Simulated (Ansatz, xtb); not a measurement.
# Two isomers of C3H4BBrN2

We compare a, `Bn1ccc(Br)n1`, a singlet, with b, `Bc1n[nH]cc1Br`, a singlet. Both are isolated molecules in the gas phase, relaxed with r2SCAN-D4/def2-SVP; the shapes shown needn't be the lowest conformers.

a (Å):

```json
{"atom": "C", "x (Å)": "-0.2726", "y (Å)": "-2.3731", "z (Å)": "0.5040"}
{"atom": "C", "x (Å)": "0.6712", "y (Å)": "-2.9323", "z (Å)": "1.3203"}
{"atom": "C", "x (Å)": "1.3884", "y (Å)": "-1.7981", "z (Å)": "1.8211"}
{"atom": "B", "x (Å)": "-0.8661", "y (Å)": "-0.0130", "z (Å)": "-0.1628"}
{"atom": "Br", "x (Å)": "2.8307", "y (Å)": "-1.8697", "z (Å)": "3.0088"}
{"atom": "N", "x (Å)": "-0.1026", "y (Å)": "-0.9971", "z (Å)": "0.5377"}
{"atom": "N", "x (Å)": "0.9404", "y (Å)": "-0.6539", "z (Å)": "1.3662"}
{"atom": "H", "x (Å)": "-0.5820", "y (Å)": "1.1413", "z (Å)": "-0.0185"}
{"atom": "H", "x (Å)": "-1.7566", "y (Å)": "-0.4230", "z (Å)": "-0.8607"}
{"atom": "H", "x (Å)": "-1.0578", "y (Å)": "-2.8185", "z (Å)": "-0.1051"}
{"atom": "H", "x (Å)": "0.8457", "y (Å)": "-3.9820", "z (Å)": "1.5436"}
```

b (Å):

```yaml
atoms:
  - { symbol: C, position_ang: [0.0842, -1.1274, 0.3471] }
  - { symbol: C, position_ang: [0.5443, -2.6710, 1.9304] }
  - { symbol: C, position_ang: [-0.1010, -1.4667, 1.7281] }
  - { symbol: B, position_ang: [-0.3975, 0.0839, -0.4589] }
  - { symbol: Br, position_ang: [-1.0253, -0.4991, 3.0306] }
  - { symbol: N, position_ang: [0.8180, -2.1086, -0.2396] }
  - { symbol: N, position_ang: [1.0687, -2.9914, 0.7109] }
  - { symbol: H, position_ang: [-1.0476, 0.9474, 0.0754] }
  - { symbol: H, position_ang: [-0.1160, 0.1573, -1.6280] }
  - { symbol: H, position_ang: [1.6132, -3.8193, 0.4859] }
  - { symbol: H, position_ang: [0.6657, -3.2984, 2.8109] }
```

Quicker runs give these differences E(b) − E(a): GFN2-xTB +23.6 kcal/mol; HF/STO-3G +28.2 kcal/mol (at GFN2-xTB geometries); r2SCAN-D4/def2-SVP//GFN2-xTB +18.5 kcal/mol.

Question: Estimate E(b) − E(a) at the level CCSD(T)/def2-SVP + ΔMP2/def2-TZVPP.

Answer: Calculated at CCSD(T)/def2-SVP + ΔMP2/def2-TZVPP: E(b) − E(a) = +20.6 kcal/mol, so structure a lies lower.

Level by level:

```json
{"level": "GFN2-xTB", "geometry": "GFN2-xTB", "E(b) − E(a) (kcal/mol)": "+23.6", "departure from the last row (kcal/mol)": "+3.1", "job, with rough time for the two": "optimisation, 0.34 s"}
{"level": "HF/STO-3G", "geometry": "GFN2-xTB", "E(b) − E(a) (kcal/mol)": "+28.2", "departure from the last row (kcal/mol)": "+7.6", "job, with rough time for the two": "single point, 1.6 s"}
{"level": "r2SCAN-D4/def2-SVP//GFN2-xTB", "geometry": "GFN2-xTB", "E(b) − E(a) (kcal/mol)": "+18.5", "departure from the last row (kcal/mol)": "−2.1", "job, with rough time for the two": "single point, 9.3 s"}
{"level": "r2SCAN-D4/def2-SVP", "geometry": "r2SCAN-D4/def2-SVP", "E(b) − E(a) (kcal/mol)": "+18.5", "departure from the last row (kcal/mol)": "−2.1", "job, with rough time for the two": "optimisation, 89 s"}
{"level": "HF/def2-SVP", "geometry": "r2SCAN-D4/def2-SVP", "E(b) − E(a) (kcal/mol)": "+21.9", "departure from the last row (kcal/mol)": "+1.3", "job, with rough time for the two": "part of the CCSD(T) run"}
{"level": "MP2/def2-SVP", "geometry": "r2SCAN-D4/def2-SVP", "E(b) − E(a) (kcal/mol)": "+18.8", "departure from the last row (kcal/mol)": "−1.7", "job, with rough time for the two": "part of the CCSD(T) run"}
{"level": "CCSD(T)/def2-SVP", "geometry": "r2SCAN-D4/def2-SVP", "E(b) − E(a) (kcal/mol)": "+20.4", "departure from the last row (kcal/mol)": "−0.2", "job, with rough time for the two": "single point"}
{"level": "CCSD(T)/def2-SVP + ΔMP2/def2-TZVPP", "geometry": "r2SCAN-D4/def2-SVP", "E(b) − E(a) (kcal/mol)": "+20.6", "departure from the last row (kcal/mol)": "", "job, with rough time for the two": "single point, 3.5 min"}
```

As drawn, b has 1 C–B, 1 N–H in place of 1 B–N, 1 C–H.

The levels shown agree on the order. The largest departure from CCSD(T)/def2-SVP + ΔMP2/def2-TZVPP is that of HF/STO-3G, 7.6 kcal/mol. The last row adds to CCSD(T) the change of the MP2 difference between the two basis sets, here +0.2 kcal/mol.

With thermal terms from frequencies at re-optimised GFN2-xTB minima (ideal gas, soft modes damped towards free rotors, one conformer each, 298.15 K, 1 atm): the zero-point term adds −0.4 kcal/mol; ΔH is +20.4 and ΔG +19.9 kcal/mol.

The correlated steps freeze 15 core orbitals; the filled d shell of Br is correlated, in a basis made for valence electrons. Programs: Ansatz 0.2.0, xtb 6.7.1; the last row on 2 threads of Intel(R) Xeon(R) Processor @ 2.50GHz (Skylake/Cascade Lake) on a shared host.
